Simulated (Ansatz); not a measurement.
Geometry optimisation, Ansatz 0.2.0, UKS B3LYP-D4/def2-SVP.

Input file:

```yaml
crystal:
  periodic: [false, false, false]
  atoms:
    - { symbol: Sn, position_ang: [-0.033606, -0.062193, -0.197624] }
    - { symbol: H, position_ang: [-0.031141, -0.048534, 2.747745] }
    - { symbol: C, position_ang: [2.076599, -0.010411, -0.82295] }
    - { symbol: H, position_ang: [2.472264, -1.034672, -0.873253] }
    - { symbol: H, position_ang: [2.169153, 0.464231, -1.81432] }
    - { symbol: H, position_ang: [2.650067, 0.569147, -0.088197] }
    - { symbol: C, position_ang: [-1.045702, 1.791446, -0.821623] }
    - { symbol: H, position_ang: [-2.11573, 1.593866, -0.980526] }
    - { symbol: H, position_ang: [-0.924886, 2.545285, -0.03336] }
    - { symbol: H, position_ang: [-0.602311, 2.168546, -1.758262] }
    - { symbol: H, position_ang: [-0.82501, -1.434396, -0.932938] }
    - { symbol: H, position_ang: [-0.025797, -0.036815, 3.467808] }
magnetization:
  spin_polarized: true
  initial_magnetization: 1
basis:
  gaussian: { orbitals: def2-SVP }
hamiltonian:
  xc: b3lyp
  dispersion: d4
relax:
  f_tol: 0.03
  max_steps: 50
```

Run as:

```bash
$ ansatz run input.yaml --threads 4 --pin off --max-ram 5120MiB --backend cpu --events-out ev --progress --plain --runs-dir out
```

Question: Where does it end, and by what steps?

Answer: It converged. The force dipped under the threshold on the way, but the program's further checks kept it going. After 11 steps the energy has fallen by 0.086 eV; H11 moved furthest, 0.50 Å.

| step | energy less start (eV) | largest force component (eV/Å) | accepted |
| --- | --- | --- | --- |
| 0 | 0.0000 | 1.823 | yes |
| 1 | -0.0631 | 0.116 | yes |
| 2 | -0.0723 | 0.231 | yes |
| 3 | -0.0796 | 0.064 | yes |
| 4 | -0.0828 | 0.030 | yes |
| 5 | -0.0824 | 0.255 | no |
| 6 | -0.0847 | 0.016 | yes |
| 7 | -0.0845 | 0.175 | no |
| 8 | -0.0856 | 0.029 | yes |
| 9 | -0.0860 | 0.054 | yes |
| 10 | -0.0843 | 0.118 | no |
| 11 | -0.0862 | 0.021 | yes |

```xyz
12
Properties=species:S:1:pos:R:3
Sn -0.079 -0.140 -0.376
H -0.095 -0.159 3.165
C 2.059 0.010 -0.849
H 2.558 -0.956 -0.686
H 2.160 0.297 -1.909
H 2.533 0.777 -0.219
C -1.023 1.782 -0.864
H -2.113 1.720 -0.727
H -0.619 2.576 -0.220
H -0.802 2.019 -1.918
H -0.773 -1.356 -1.424
H -0.042 -0.065 3.919
```

Whether the end is a true minimum wasn't checked by a vibrational analysis.

Time of the run: 22 s on 4 threads of Arm Neoverse V2 (shared host), peak memory 0.28 GiB.
